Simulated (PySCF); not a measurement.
Run record: geometry optimisation, `[OH][Zn-2]([OH])([OH])[OH]`.

Method: PBE0-D3(BJ)/def2-TZVP geometry optimisation, gas phase (PySCF 2.14.0). Start geometry: GFN2-xTB. The command runs a driver script over a list of jobs; the input below is this job's line of settings and its coordinates in Å.

Command:
```bash
OMP_NUM_THREADS=1 python probes_run.py task.json out
```

Input:
```
{"job": {"xc": "PBE0", "basis": "def2-TZVP", "d3": "d3bj", "grid": 2, "shake": 0.01, "kind": "geom"}, "charge": -2, "multiplicity": 1}
O     -0.293950    -0.713450     1.877930
Zn    -0.011600     0.002120    -0.012030
O      1.666950    -0.526070    -1.007260
O     -1.487020    -0.791700    -1.105180
O      0.134340     2.014960     0.190790
H     -0.170380     0.145360     2.328660
H      1.287430    -1.126230    -1.622110
H     -1.990290    -1.165350    -0.372070
H      0.922330     2.143210    -0.312460
```

Give the output.

```
step   0  E = -2082.24396478  max force = 0.016083
step   1  E = -2082.24467533  max force = 0.006371
step   2  E = -2082.24512647  max force = 0.001595
step   3  E = -2082.24530804  max force = 0.001652
step   4  E = -2082.24536133  max force = 0.001420
step   5  E = -2082.24540097  max force = 0.001099
step   6  E = -2082.24541590  max force = 0.000485
step   7  E = -2082.24542415  max force = 0.000334
optimisation converged
```

Energies in Eh; «max force» is the largest Cartesian gradient component in Eh/bohr.

Give the first gradient maximum in eV/Å.

With 1 Eh/bohr = 51.422 eV/Å, 0.827 eV/Å.

How much energy does the optimisation release, in kcal/mol?

E(step 0) − E(last step) = 0.001459 Eh, which is 0.9 kcal/mol.

Main results: final energy -2082.24542 Eh after 7 steps.

The ion is multiply charged and computed in the gas phase, without counter-ions or solvent; whether it holds all its electrons wasn't checked.

The run took 67 s of wall time on an AMD EPYC 9R45 with one thread, shared host with 96 logical CPUs at a one-minute load of 42, and the process peaked at 0.88 GiB of memory.
Labels such as C1 count atoms from 1, the log's own numbers from 0.
